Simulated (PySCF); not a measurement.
Species: C₄H₇NS₂Si.
Numbering: `[SiH3:1][NH:2][c:3]1[cH:4][s:5][cH:6][c:7]1[SH:8]` (hydrogens: H9, H10, H11 on Si1; H12 on N2; H13 on C4; H14 on C6; H15 on S8)

Method: TDDFT wB97X-D/def2-SVPD, vertical, gas phase, core orbitals frozen in the response in PySCF. Geometry: GFN2-xTB, one conformer, isolated molecule. Torsions of this conformer, `[SiH3:1][NH:2][c:3]1[cH:4][s:5][cH:6][c:7]1[SH:8]`: Si1–N2–C3–C4 3°, H–S8–C7–C6 -3°.

Kohn–Sham orbitals with the atoms that hold most of them (Löwdin shares over 4%, at most four atoms; ? is withheld):

```tsv
orbital	ε (eV)	atoms
LUMO+2	1.82	S8 40%, S5 36%, C7 6%, H15 4%
LUMO+1	1.46	S8 33%, H15 13%, Si1 11%, H12 8%
LUMO	1.25	?
HOMO	?	S5 24%, N2 22%, C3 14%, C4 12%
HOMO-1	-8.17	?
HOMO-2	-10.59	S8 42%, C7 18%, S5 11%, C4 9%
HOMO-3	-10.88	N2 23%, S5 19%, Si1 14%, C3 9%
```

Give the leading atoms of the LUMO.

C6 (bonded to C, S and H) 22%; S5 (bonded to 2 C) 19%; C7 (bonded to 2 C and S) 16%; C4 (bonded to C, S and H) 15%. By element: carbon 54% or more, sulfur 19% or more.

Which atoms hold the HOMO-1, and with what shares?

S8 (bonded to C and H) 26%; C6 (bonded to C, S and H) 22%; C4 (bonded to C, S and H) 19%; C7 (bonded to 2 C and S) 13%. By element: carbon 54% or more, sulfur 26% or more.

What is the HOMO energy, and the HOMO–LUMO gap?

ε(HOMO) = -7.72 eV; the gap is 8.96 eV (0.3295 hartree).

How does S1 compare with the orbital gap of 8.96 eV?

S1 is at 4.94 eV (f = 0.046), 4.03 eV below the gap, made of HOMO→LUMO (37%), HOMO→LUMO+1 (25%), HOMO-1→LUMO+1 (12%). 

Next come S2 at 5.00 eV (f 0.103), HOMO→LUMO (58%), HOMO→LUMO+1 (20%); S3 at 5.29 eV (f 0.0049), HOMO-1→LUMO+1 (32%), HOMO→LUMO+1 (27%), HOMO-1→LUMO (9%); S4 at 5.42 eV (f 0.049), HOMO-1→LUMO (83%), HOMO-1→LUMO+1 (9%); S5 at 5.58 eV (f 0.010), HOMO→LUMO+2 (47%), HOMO→LUMO+1 (15%), HOMO→LUMO+5 (14%).

Löwdin shares depend on the basis, the more so with diffuse functions.

Time: 2.7 min wall, 2.0 min CPU; peak memory 1.0 GiB. Hardware: one thread, Intel Xeon at 2.50 GHz (x86_64), no GPU (shared host).
